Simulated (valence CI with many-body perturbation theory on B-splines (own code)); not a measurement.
## Gd³¹⁺: electric-dipole lines

Level of theory: relativistic CI+MBPT: five valence electrons over a frozen Dirac-Fock core [Ar] 3d10, radial functions for each j: 11 s, 11 p, 10 d, 8 f, 5 g, 2 h, with the one-electron correlation potential Σ1 (screened to all orders), the two-electron term Σ2, the three-electron term Σ3, Breit, model QED; selected single and double excitations, second order for the rest, scaled by the run's own slope (own B-spline code, finite nucleus).

The last digits are not significant, and no measured levels were compared; by estimate large intervals hold to a few tenths of a per cent, small ones and those within an open d or f shell to about a per cent. Among the levels kept, up to 2000 cm⁻¹ of a level comes from second order outside the variational space, and about a tenth of that is noise between levels of different J, which matters for small intervals.

Lines 51 to 100 of 546 in falling wavelength, among levels below 2848200 cm⁻¹, chosen from the strongest by gf and those to the six lowest levels. Wavelengths and rates use the calculated energies. Electric multipoles are in the length gauge, E1 and E2 with the static RPA response of the core. Weak lines are less certain than strong ones. Lines between different terms over intervals too small for the method are left out, as are lines whose strength nearly cancels. Where a level lies close to another of its J and parity, the split of strength between their lines is uncertain. The highest levels of a list are the least certain.

Levels are named by their leading jj configuration (3d3/2^4 stands for four electrons in 3d with j = 3/2), which in mixed levels can hold well under half, so a name can repeat and another be missing. Letters in brackets count levels of one name in rising energy.

```
λ vac (Å)                               Upper                               Lower   A (s⁻¹)  S (a.u.) with core polarisation  S without
    108.0            (4s 4p3/2^3 4d5/2) J=9/2          (4s^2 4p3/2^2 4d5/2) J=7/2  2.25e+10                         1.40e-01   1.50e-01
    107.6        (4s 4p3/2^3 4d5/2) J=5/2 [a]          (4s^2 4p3/2^2 4d5/2) J=7/2  1.96e+10                         7.23e-02   7.76e-02
    106.8  (4s^2 4p1/2 4p3/2 4d3/2) J=5/2 [b]          (4s^2 4p1/2 4p3/2^2) J=5/2  1.79e+10                         6.45e-02   6.91e-02
    106.7          (4s^2 4p1/2^2 4d3/2) J=3/2          (4s^2 4p1/2^2 4p3/2) J=3/2  6.35e+09                         1.52e-02   1.64e-02
    106.7  (4s 4p1/2 4p3/2^2 4d5/2) J=3/2 [c]  (4s^2 4p1/2 4p3/2 4d5/2) J=3/2 [a]  2.51e+10                         6.03e-02   6.46e-02
    106.5                  (4s 4p3/2^4) J=1/2                (4s^2 4p3/2^3) J=3/2  4.44e+10                         5.30e-02   5.69e-02
    106.5  (4s 4p1/2 4p3/2^2 4d5/2) J=5/2 [g]  (4s^2 4p1/2 4p3/2 4d5/2) J=3/2 [b]  1.85e+10                         6.63e-02   7.10e-02
    106.3          (4s^2 4p3/2^2 4f7/2) J=3/2      (4s^2 4p3/2^2 4d5/2) J=5/2 [b]  2.43e+10                         5.75e-02   6.18e-02
    105.7  (4s 4p1/2 4p3/2^2 4d5/2) J=5/2 [g]  (4s^2 4p1/2 4p3/2 4d5/2) J=5/2 [b]  2.99e+10                         1.05e-01   1.12e-01
    105.6  (4s 4p1/2 4p3/2^2 4d5/2) J=5/2 [d]  (4s^2 4p1/2 4p3/2 4d5/2) J=5/2 [a]  2.73e+10                         9.49e-02   1.02e-01
    105.6  (4s 4p1/2 4p3/2^2 4d5/2) J=7/2 [d]  (4s^2 4p1/2 4p3/2 4d5/2) J=7/2 [b]  1.68e+10                         7.80e-02   8.37e-02
    105.4  (4s^2 4p1/2 4p3/2 4d3/2) J=3/2 [a]          (4s^2 4p1/2 4p3/2^2) J=3/2  3.99e+09                         9.22e-03   9.85e-03
    105.4  (4s 4p1/2^2 4p3/2 4d3/2) J=5/2 [a]          (4s 4p1/2^2 4p3/2^2) J=5/2  6.90e+09                         2.39e-02   2.54e-02
    105.3  (4s^2 4p1/2 4p3/2 4d3/2) J=1/2 [a]          (4s^2 4p1/2 4p3/2^2) J=3/2  3.09e+09                         3.56e-03   3.84e-03
    105.2      (4s^2 4p1/2 4d3/2 4d5/2) J=9/2      (4s^2 4p1/2 4p3/2 4d5/2) J=9/2  9.96e+09                         5.73e-02   6.17e-02
    105.1  (4s 4p1/2^2 4p3/2 4d3/2) J=3/2 [a]          (4s 4p1/2^2 4p3/2^2) J=5/2  8.25e+09                         1.89e-02   2.01e-02
    104.8  (4s 4p1/2^2 4p3/2 4d5/2) J=7/2 [b]          (4s^2 4p1/2^2 4d5/2) J=5/2  5.46e+10                         2.48e-01   2.66e-01
    104.7            (4s 4p1/2 4p3/2^3) J=1/2          (4s^2 4p1/2 4p3/2^2) J=1/2  2.21e+10                         2.51e-02   2.70e-02
    104.2  (4s 4p1/2 4p3/2^2 4d5/2) J=7/2 [e]  (4s^2 4p1/2 4p3/2 4d5/2) J=7/2 [b]  2.86e+10                         1.28e-01   1.37e-01
    104.1  (4s 4p1/2^2 4p3/2 4d3/2) J=3/2 [b]          (4s^2 4p1/2^2 4d3/2) J=3/2  5.52e+10                         1.23e-01   1.31e-01
    103.8      (4s 4p1/2^2 4p3/2 4d3/2) J=7/2          (4s 4p1/2^2 4p3/2^2) J=5/2  9.54e+08                         4.21e-03   4.43e-03
    103.7  (4s 4p1/2 4p3/2^2 4d3/2) J=7/2 [b]      (4s^2 4p1/2 4p3/2 4d3/2) J=7/2  3.81e+10                         1.68e-01   1.80e-01
    103.7  (4s 4p1/2 4p3/2^2 4d5/2) J=5/2 [b]  (4s^2 4p1/2 4p3/2 4d3/2) J=5/2 [c]  1.71e+10                         5.64e-02   6.04e-02
    103.5  (4s 4p1/2 4p3/2^2 4d3/2) J=3/2 [b]  (4s^2 4p1/2 4p3/2 4d3/2) J=5/2 [b]  3.48e+10                         7.63e-02   8.16e-02
    103.4  (4s 4p1/2 4p3/2^2 4d5/2) J=7/2 [b]  (4s^2 4p1/2 4p3/2 4d3/2) J=5/2 [c]  2.32e+10                         1.01e-01   1.09e-01
    103.3  (4s 4p1/2 4p3/2^2 4d5/2) J=5/2 [c]  (4s^2 4p1/2 4p3/2 4d3/2) J=3/2 [b]  2.61e+10                         8.52e-02   9.14e-02
    102.9  (4s^2 4p1/2 4p3/2 4d3/2) J=5/2 [b]          (4s^2 4p1/2 4p3/2^2) J=3/2  9.49e+08                         3.06e-03   3.28e-03
    102.4  (4s 4p1/2 4p3/2^2 4d5/2) J=9/2 [c]  (4s^2 4p1/2 4p3/2 4d5/2) J=7/2 [b]  1.73e+10                         9.20e-02   9.87e-02
    102.3  (4s 4p1/2 4p3/2^2 4d3/2) J=1/2 [b]  (4s^2 4p1/2 4p3/2 4d3/2) J=3/2 [a]  5.49e+10                         5.80e-02   6.21e-02
    102.3        (4s 4p3/2^3 4d3/2) J=5/2 [b]          (4s^2 4p3/2^2 4d3/2) J=7/2  4.12e+10                         1.31e-01   1.40e-01
    102.0        (4s 4p1/2 4p3/2^3) J=3/2 [b]          (4s^2 4p1/2 4p3/2^2) J=1/2  1.12e+10                         2.35e-02   2.52e-02
    101.9            (4s 4p3/2^3 4d5/2) J=7/2          (4s^2 4p3/2^2 4d5/2) J=7/2  1.66e+10                         6.95e-02   7.45e-02
    101.9  (4s 4p1/2 4p3/2^2 4d3/2) J=7/2 [b]  (4s^2 4p1/2 4p3/2 4d3/2) J=5/2 [b]  1.51e+10                         6.31e-02   6.76e-02
    101.8        (4s 4p3/2^3 4d5/2) J=5/2 [b]      (4s^2 4p3/2^2 4d5/2) J=5/2 [a]  2.51e+10                         7.83e-02   8.42e-02
    101.7  (4s 4p1/2 4p3/2^2 4d5/2) J=7/2 [e]  (4s^2 4p1/2 4p3/2 4d5/2) J=5/2 [a]  1.56e+10                         6.48e-02   6.93e-02
    101.7          (4s^2 4p1/2 4d5/2^2) J=7/2  (4s^2 4p1/2 4p3/2 4d5/2) J=5/2 [b]  3.56e+10                         1.48e-01   1.59e-01
    101.7      (4s^2 4p1/2 4d3/2 4d5/2) J=5/2  (4s^2 4p1/2 4p3/2 4d5/2) J=3/2 [b]  2.22e+10                         6.91e-02   7.40e-02
    101.3  (4s 4p1/2 4p3/2^2 4d5/2) J=5/2 [a]  (4s^2 4p1/2 4p3/2 4d5/2) J=7/2 [a]  2.45e+10                         7.53e-02   8.06e-02
    100.9  (4s 4p1/2 4p3/2^2 4d3/2) J=5/2 [d]      (4s^2 4p1/2 4p3/2 4d3/2) J=7/2  2.46e+10                         7.48e-02   8.02e-02
    100.7  (4s 4p1/2 4p3/2^2 4d5/2) J=5/2 [f]  (4s^2 4p1/2 4p3/2 4d5/2) J=5/2 [a]  2.37e+10                         7.18e-02   7.69e-02
    100.6          (4s^2 4p3/2^2 4d3/2) J=1/2                (4s^2 4p3/2^3) J=3/2  9.27e+08                         9.32e-04   1.01e-03
    100.6  (4s^2 4p1/2 4p3/2 4d5/2) J=7/2 [a]          (4s^2 4p1/2 4p3/2^2) J=5/2  3.32e+08                         1.33e-03   1.41e-03
    100.5          (4s 4p1/2^2 4p3/2^2) J=1/2          (4s^2 4p1/2^2 4p3/2) J=3/2  7.66e+10                         7.68e-02   8.21e-02
    100.5  (4s 4p1/2 4p3/2^2 4d3/2) J=3/2 [b]  (4s^2 4p1/2 4p3/2 4d3/2) J=5/2 [a]  3.42e+10                         6.86e-02   7.34e-02
    100.5  (4s 4p1/2 4p3/2^2 4d3/2) J=7/2 [c]      (4s^2 4p1/2 4p3/2 4d3/2) J=7/2  3.27e+10                         1.31e-01   1.40e-01
    100.0        (4s 4p3/2^3 4d5/2) J=5/2 [b]      (4s^2 4p3/2^2 4d3/2) J=3/2 [b]  2.41e+10                         7.14e-02   7.67e-02
    100.0  (4s 4p1/2^2 4p3/2 4d5/2) J=5/2 [b]          (4s^2 4p1/2^2 4d5/2) J=5/2  6.13e+10                         1.82e-01   1.94e-01
    99.59          (4s^2 4p3/2^2 4d3/2) J=5/2                (4s^2 4p3/2^3) J=3/2  5.36e+09                         1.57e-02   1.68e-02
    99.48  (4s 4p1/2^2 4p3/2 4d5/2) J=3/2 [b]          (4s^2 4p1/2^2 4d5/2) J=5/2  9.58e+10                         1.86e-01   1.99e-01
    99.40  (4s^2 4p3/2 4d3/2 4d5/2) J=7/2 [a]          (4s^2 4p3/2^2 4d5/2) J=9/2  3.09e+10                         1.20e-01   1.28e-01
```
